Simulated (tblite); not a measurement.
Compound: C5H10OS (charge -1 and doublet state).
SMILES with atom numbers: `[CH3:1][CH2:2][CH2:3][O:4][C:5]([CH3:6])[S-:7]` (hydrogens: H8, H9, H10 on C1; H11, H12 on C2; H13, H14 on C3; H15, H16, H17 on C6)

Computed with GFN2-xTB (tblite), gas phase: L-BFGS steps from a force-field or distance-geometry start until the largest atomic force falls under 0.01 eV/Å.

At the end of the run (lengths in Å): O4–C5 1.427, C5–S7 1.698, C6–H16 1.096, C3–H13 1.099, C2–C3 1.533, C3–O4 1.399, C2–H11 1.094, C6–C5–S7 120.2°, C1–C2–C3 111.9°, O4–C5–S7 121.6°, C2–C3–O4 112.8°, C1–C2–C3–O4 177°, C2–C3–O4–C5 75°, C3–O4–C5–C6 -124°, H15–C6–C5–O4 66°, H13–C3–O4–C5 -164°.

**Question.** These geometries were met on the way; a selection of coordinates is given. Order them by energy above the end point, lowest first.
A. O4–C5 1.445, C5–S7 1.704, C6–H16 1.088, C3–H13 1.093, C2–C3 1.540, C3–O4 1.397, C2–H11 1.089, C6–C5–S7 117.9°, C1–C2–C3 106.0°, O4–C5–S7 120.2°, C2–C3–O4 117.1°, C1–C2–C3–O4 -178°, C2–C3–O4–C5 53°, C3–O4–C5–C6 -105°, H15–C6–C5–O4 53°, H13–C3–O4–C5 171°
B. O4–C5 1.356, C5–S7 1.760, C6–H16 1.144, C3–H13 1.143, C2–C3 1.492, C3–O4 1.359, C2–H11 1.134, C6–C5–S7 107.5°, C1–C2–C3 106.7°, O4–C5–S7 116.5°, C2–C3–O4 116.2°, C1–C2–C3–O4 180°, C2–C3–O4–C5 59°, C3–O4–C5–C6 -99°, H15–C6–C5–O4 37°, H13–C3–O4–C5 175°
C. O4–C5 1.415, C5–S7 1.720, C6–H16 1.100, C3–H13 1.108, C2–C3 1.527, C3–O4 1.382, C2–H11 1.101, C6–C5–S7 111.1°, C1–C2–C3 105.2°, O4–C5–S7 117.7°, C2–C3–O4 115.6°, C1–C2–C3–O4 180°, C2–C3–O4–C5 59°, C3–O4–C5–C6 -102°, H15–C6–C5–O4 43°, H13–C3–O4–C5 174°
D. O4–C5 1.423, C5–S7 1.702, C6–H16 1.092, C3–H13 1.097, C2–C3 1.532, C3–O4 1.405, C2–H11 1.093, C6–C5–S7 120.7°, C1–C2–C3 109.8°, O4–C5–S7 120.5°, C2–C3–O4 115.4°, C1–C2–C3–O4 -174°, C2–C3–O4–C5 53°, C3–O4–C5–C6 -107°, H15–C6–C5–O4 53°, H13–C3–O4–C5 175°
E. O4–C5 1.409, C5–S7 1.708, C6–H16 1.105, C3–H13 1.104, C2–C3 1.530, C3–O4 1.398, C2–H11 1.097, C6–C5–S7 119.1°, C1–C2–C3 107.0°, O4–C5–S7 120.3°, C2–C3–O4 116.0°, C1–C2–C3–O4 -174°, C2–C3–O4–C5 51°, C3–O4–C5–C6 -105°, H15–C6–C5–O4 53°, H13–C3–O4–C5 172°

**Answer.** D (0.077 eV), E (0.136 eV), A (0.242 eV), C (0.490 eV), B (0.843 eV).

```
step  E above end (eV)  rms distance from the end, all atoms (Å)  largest force (eV/Å)  rms shift of all bonds from the end (Å)
  13             0.077                                     0.260                 0.207                                    0.004
   8             0.136                                     0.285                 0.379                                    0.007
   4             0.242                                     0.306                 0.638                                    0.009
   1             0.490                                     0.324                 1.267                                    0.010
   0             0.843                                     0.328                 3.173                                    0.036
```

Rows stand in the order of the answer.
